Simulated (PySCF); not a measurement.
**Löwdin shares of the frontier orbitals**

Compound: SiMeCl3, CH₃Cl₃Si.
Z-matrix (Å and degrees, PBE0-D3(BJ)/def2-SVP geometry), rows numbered from 1:
```
Si
C   1  1.8469
H   2  1.1001  1  110.32
H   2  1.1004  1  109.77  3  -119.94
H   2  1.1001  1  110.10  3   120.26
Cl  1  2.0521  2  110.35  3   176.82
Cl  1  2.0525  2  110.88  3    56.95
Cl  1  2.0531  2  111.07  3   -63.32
```

Theory: TDDFT B3LYP/def2-SVPD, vertical, gas phase, core orbitals frozen in the response (PySCF).

Frontier orbitals with the atoms that hold most of them (Löwdin shares over 4%, at most four atoms; ? is withheld):

```
orbital  ε (eV)                               atoms
 LUMO+2    0.39  Si1 28%, Cl6 25%, Cl8 18%, Cl7 14%
 LUMO+1    0.21   Si1 20%, C2 16%, Cl7 14%, Cl6 14%
   LUMO       ?  Si1 24%, Cl8 22%, Cl7 22%, Cl6 21%
   HOMO   -8.96                                   ?
 HOMO-1   -9.22                                   ?
 HOMO-2   -9.27           Cl6 44%, Cl8 38%, Cl7 11%
 HOMO-3   -9.27           Cl7 53%, Cl8 25%, Cl6 15%
```

Question: Which atoms hold the HOMO-1, and with what shares?

Answer: Cl6 (bonded to Si) 24%; C2 (bonded to Si and 3 H) 20%; Cl8 (bonded to Si) 19%; Cl7 (bonded to Si) 18%. By element: chlorine 62%, carbon 20%.

Question: Give the leading atoms of the HOMO.

Answer: Cl6 (bonded to Si) 34%; Cl8 (bonded to Si) 33%; Cl7 (bonded to Si) 33%.

Question: What is the LUMO energy, and the HOMO–LUMO gap?

Answer: ε(LUMO) = -0.56 eV; the gap is 8.40 eV (0.3088 hartree).

Within 0.005 eV of a neighbour in this list lie HOMO-3/HOMO-2.

Question: The HOMO–LUMO gap is 8.40 eV. Where does the response calculation put the lowest singlet, and from which orbitals?

Answer: S1 is at 7.33 eV (f = 0.0000), 1.07 eV below the gap, made of HOMO→LUMO (96%). Without the coupling terms of the response equations the lowest excitation would equal the gap.

Question: Give energy, strength and leading configuration of S1, S4 and S7, and follow the Löwdin shares of the leading atoms from the occupied to the empty orbital.

Answer: 
- S1 (7.33 eV, f 0.0000), HOMO→LUMO (96%): Cl6 34% → 21%, Cl8 33% → 22%, Si1 at most 1% → 24%
- S4 (7.70 eV, f 0.079), HOMO-1→LUMO (93%): Cl6 24% → 21%, C2 20% → at most 12%, Si1 at most 18% → 24%, Cl8 19% → 22%
- S7 (8.26 eV, f 0.0009), HOMO→LUMO+1 (92%): Cl6 34% → 14%, Cl8 33% → at most 14%, Si1 at most 1% → 20%, C2 at most 1% → 16%

Orbitals of the list HOMO-3 to LUMO+2 that lie within 0.01 eV of each other are written together with a slash and their weights summed (≥ marks a lower bound); for degenerate orbitals outside that list single weights are arbitrary.

Time: 36 s of wall time (with the writing of density and orbital grids); peak memory 0.65 GiB. Hardware: one thread of an AMD EPYC, no GPU, shared host.
